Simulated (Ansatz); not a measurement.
Molecule: sum formula HgOBr, net charge 0, doublet state. The spin state was set by rule; other spins were not relaxed. 
Coordinates optimised at B3LYP-D3(BJ)/def2-TZVP (Ansatz, a quantum-chemistry and plane-wave program):
SMILES: [O]=[Hg][Br]
```xyz
3

Hg     0.0000     0.0000    -0.5562
Br     0.0000     0.0000     1.8529
O      0.0000     0.0000    -2.5447
```
Charge 0, spin multiplicity 2.

Property: atomisation energy (electronic, to ground-state atoms), in kcal/mol. Valence correlation only, unless marked. Open shells are spin-unrestricted. No spin-orbit coupling. Frozen are the shells of the preceding noble gas and the d and f shells that filled before the atom's block. Past Kr the def2 sets carry scalar-relativistic core potentials. The coupled-cluster limit lacks core correlation, which all-electron functionals hold. CBS marks a two-point X^-3 extrapolation of the correlation energy; Hartree-Fock from the larger set. The bracket is a focal-point correction in the basis named.

| level | program | atomisation energy (kcal/mol) |
|---|---|---|
| BLYP/def2-TZVPD | Ansatz | 77.4 |
| revPBE-D4/def2-TZVPD | Ansatz + dftd4 | 81.1 |
| B97M-V/def2-TZVPD | Ansatz | 82.1 |
| B3LYP-D4/def2-TZVPD | Ansatz + dftd4 | 76.1 |
| B3LYP/def2-TZVPD | Ansatz | 73.6 |
| PBE0-D3(BJ)/def2-TZVP | Ansatz + dftd3 | 80.6 |
| PBE0-D3(BJ)/def2-TZVPD | Ansatz + dftd3 | 81.0 |
| PBE0/def2-QZVPP | Ansatz | 81.3 |
| BHLYP-D4/def2-TZVPD | Ansatz + dftd4 | 68.2 |
| r2SCANh-D4/def2-TZVPD | Ansatz + dftd4 | 83.3 |
| LC-wPBE-D3(BJ)/def2-TZVPD | Ansatz + dftd3 | 87.3 |
| B2PLYP-D3(BJ)/def2-TZVPD | Ansatz + dftd3 | 75.2 |
| B2PLYP-D4/def2-TZVPD | Ansatz + dftd4 | 74.6 |
| RI-MP2/def2-QZVPPD | Ansatz | 75.1 |
| RI-MP2/CBS(def2-TZVPP,def2-QZVPP) | Ansatz | 78.5 |
| SCS-MP2/def2-SVP | Ansatz | 48.4 |
| SCS-MP2/def2-SVPD | Ansatz | 56.9 |
| CCSD(T)/def2-SVP | Ansatz | 53.5 |
| CCSD(T)/def2-TZVPP | Ansatz | 68.0 |
| CCSD(T)/def2-TZVPPD | Ansatz | 69.6 |
| RI-MP2/CBS(def2-TZVPPD,def2-QZVPPD)+[CCSD(T)-MP2]/def2-TZVPPD | Ansatz | 77.5 |
